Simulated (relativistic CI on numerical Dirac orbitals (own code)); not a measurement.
## Sensitivity of the levels of Mo²⁵⁺ to α and to the nuclear radius

These numbers are calculated, not measured: Dirac-Coulomb-Breit CI, orbitals from a KLI potential per configuration, derivatives by finite differences, unscaled Slater integrals, QED left out (own radial code, finite nucleus).

Configurations in the expansion (outside the closed core [Ne]): 3s2 3p5, 3s 3p6, 3s2 3p4 3d, 3s 3p5 3d, 3p6 3d, 3s 3p4 3d2, 3p5 3d2, 3p4 3d3. Double excitations out of closed p, d and f shells are left out; levels of such configurations are missing from the list, as are those of other unlisted configurations, and high levels can miss mixing partners.

With x = (α/α₀)² − 1 an excitation energy changes as ω = ω₀ + qx; K = 2q/ω₀ is the relative enhancement. Terms are leading LS components, so labels can repeat. The field-shift factor is F = δν/δ⟨r²⟩ for the transition from the lowest level.

Lowest level 3s2 3p5 2P°_3/2.

```csv
Level,ω₀ (cm⁻¹),q (cm⁻¹),F (GHz/fm²)
3s2 3p5 2P°_1/2,187221,198100,-2.93
3s 3p6 2S_1/2,757268,196400,-143
3s2 3p4 3d 4D_3/2,861708,26430,0.439
3s2 3p4 3d 4D_5/2,864061,36770,0.511
3s2 3p4 3d 2P_1/2,880859,39020,-0.793
3s2 3p4 3d 4D_7/2,884980,56020,0.704
3s2 3p4 3d 2F_7/2,930039,32530,0.814
3s2 3p4 3d 4F_9/2,930816,54380,1.19
3s2 3p4 3d 2D_3/2,960306,45180,-0.129
3s2 3p4 3d 4P_1/2,987175,103600,-14.2
3s2 3p4 3d 4D_1/2,1014856,201500,-2.62
3s2 3p4 3d 4F_5/2,1021337,104400,-0.472
3s2 3p4 3d 4F_3/2,1025376,109600,-0.378
```

At this charge energies of transitions that change n are usually good to better than 1 %, and those within a shell (Δn = 0) to a few per cent.

Q: Which transition from the lowest level has the largest |K|?

A: 3s2 3p5 2P°_1/2 at 187221 cm⁻¹, K = 2.12.
